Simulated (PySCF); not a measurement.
Polarisability and C₆ of Pb (lead, neutral)

[Xe] 4f14 5d10 6s2 6p2, high-spin 3P determinant. All numbers are calculated (PySCF 2.14, a scalar-relativistic core potential, in aug-cc-pVDZ-PP with ECP60MDF (5s4p3d, 32 functions)). Coupled (time-dependent) response in atomic units; α is the mean over directions. A double-zeta set is small for polarisabilities.

| method | mean α (bohr³) | α xx, yy, zz | C₆ (like pair) | S(−4) |
| --- | --- | --- | --- | --- |
| UHF | 61.63 | 46.03, 69.44, 69.44 | 699.9 | 1393 |
| PBE | 66.76 | 47.17, 76.56, 76.56 | 746.5 | 1940 |
| PBE0 | 63.48 | 45.88, 72.28, 72.28 | 707.2 | 1637 |
| wB97M-V | 61.39 | 44.97, 69.61, 69.61 | 665.4 | 1594 |
| BHandHLYP | 60.82 | 44.74, 68.86, 68.86 | 672.7 | 1448 |

S(−4) is the Cauchy moment in α(ω) = α(0) + S(−4) ω² + …

Reference α: 47 ± 3 bohr³ (recommended; Schwerdtfeger and Nagle, table of static dipole polarizabilities (2023 update)). Published C₆: 534.0 (Gould and Bucko (2016)).

Spin-orbit coupling is absent.

α(iu) at BHandHLYP:

```json
{"u (hartree)": "0", "α(iu) (bohr³)": "60.82"}
{"u (hartree)": "0.0500", "α(iu) (bohr³)": "57.50"}
{"u (hartree)": "0.100", "α(iu) (bohr³)": "50.03"}
{"u (hartree)": "0.200", "α(iu) (bohr³)": "34.92"}
{"u (hartree)": "0.300", "α(iu) (bohr³)": "24.52"}
{"u (hartree)": "0.500", "α(iu) (bohr³)": "13.51"}
{"u (hartree)": "0.750", "α(iu) (bohr³)": "7.621"}
{"u (hartree)": "1.00", "α(iu) (bohr³)": "4.861"}
{"u (hartree)": "1.50", "α(iu) (bohr³)": "2.451"}
{"u (hartree)": "2.00", "α(iu) (bohr³)": "1.465"}
{"u (hartree)": "3.00", "α(iu) (bohr³)": "0.6902"}
{"u (hartree)": "5.00", "α(iu) (bohr³)": "0.2600"}
```

The components differ because the open shell of this determinant is not spherical; for a pure term their mean is the scalar polarisability.

Energies and moments cover only the electrons outside the core potential. Spin-orbit coupling is strong in this species (close to jj coupling), so the high-spin LS determinant is a model state, not a physical level.
